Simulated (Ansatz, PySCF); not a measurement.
Cl₄OW, charge +1, doublet, at a GFN2-xTB geometry (such geometries of metal compounds can be far from the true shape) (the multiplicity is a formal guess) (core potentials on W). Base run: B3LYP/def2-SVP (PySCF).

Input for PySCF:
```python
from pyscf import gto, scf, dft

mol = gto.M(
    atom='''
W     0.193124   -0.178957   -0.031959
O     1.598712   -0.521249   -0.858230
Cl    0.552707   -0.371550    2.094302
Cl   -1.179723    1.025600   -1.593287
Cl   -1.188584   -1.829558   -0.263852
Cl    0.222607    2.199791    0.305827
''',
    basis='def2-svp',
    ecp={'W': 'def2-svp'},
    charge=1,
    spin=1,
    verbose=4,
)

mf = dft.UKS(mol)
mf.xc = 'b3lyp'
mf.kernel()
```

The same geometry, method and basis name were run in Ansatz (an electronic-structure program) and PySCF, at each program's defaults and at the settings that a row names. The base is PySCF at its defaults. Differences at the defaults can come from grids, fitting, cores and function types together.

| code and settings | ΔE vs base (µEh) | basis functions | E (Eh) | SCF cycles |
|---|---|---|---|---|
| PySCF, defaults (exact integrals, its default grid, spherical functions) | 0.0 | 118 | -1982.40036 | 13 |
| Ansatz, defaults (factorised integrals, its default grid, spherical functions) | 4.0 | 118 | -1982.40035 | - |
| PySCF, density fitting with def2-universal-jkfit | -3.3 | 118 | -1982.40036 | 13 |
| PySCF, fine grid | 0.3 | 118 | -1982.40036 | 13 |
| Ansatz, high accuracy | 2.0 | 118 | -1982.40035 | - |

Open shells are given as the SCF converged; they aren't shown to be the lowest states, and a large step between rows can be another state.
